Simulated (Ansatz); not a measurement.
Two isomers of CH6BClOSi: A = `CB[SiH](O)Cl`, B = `OB(Cl)C[SiH3]`.

Calculated with Ansatz (gas phase, PBE0-D4/def2-TZVP geometries, no zero-point term in ΔE). CCSD(T)/CBS is the MP2 limit (def2-TZVPP, def2-QZVPP) plus CCSD(T) − MP2 in def2-TZVPP, frozen cores. DFT in def2-TZVPP. B3LYP here is the variant with VWN-RPA as its local correlation; programs differ in this. Each species was taken in one conformer, which may not be the lowest.

A:

```xyz
11

C    -0.702    1.075    1.053
B     0.631    0.441    0.575
Si    0.734   -0.897   -0.919
O    -0.477   -0.853   -2.028
Cl    0.637   -2.654    0.195
H    -0.741    1.277    2.126
H    -0.700    2.067    0.568
H    -1.622    0.580    0.737
H     1.650    0.750    1.128
H     1.969   -0.959   -1.731
H    -1.379   -0.827   -1.704
```

B:

```xyz
11

O     1.7716    0.3088    1.3017
B     0.4303    0.2980    1.1552
Cl   -0.5693   -0.3368    2.4895
C    -0.2319    0.7810   -0.1584
Si   -0.6027   -0.6484   -1.3279
H     2.0688   -0.0467    2.1443
H    -1.1863    1.2784    0.0345
H     0.4303    1.4701   -0.6907
H     0.6473   -1.3822   -1.6579
H    -1.5619   -1.5951   -0.7026
H    -1.1963   -0.1271   -2.5876
```

Question: Which is lower in electronic energy at CCSD(T)/CBS, and by how much? (An estimate is asked.)

Answer: Ansatz gave: B, by 18.1 kcal/mol.

Question: Give E(B) − E(A) in kcal/mol with ωB97M-V, B2PLYP, CCSD(T)/def2-TZVPP, MP2/def2-TZVPP, HF/def2-TZVPP, CCSD/def2-TZVPP, B3LYP-D4. (An estimate is asked.)

Answer: The calculation gave: ωB97M-V -19.5, B2PLYP -18.6, CCSD(T)/def2-TZVPP -19.8, MP2/def2-TZVPP -20.4, HF/def2-TZVPP -16.6, CCSD/def2-TZVPP -19.1, B3LYP-D4 -18.0. None reverses the order clearly.

Largest T1 diagnostic: 0.012.

In def2-TZVPP, CCSD(T) changes the Hartree–Fock value by −3.2 kcal/mol (the triples alone add −0.7 kcal/mol) and MP2 by −3.9 kcal/mol.
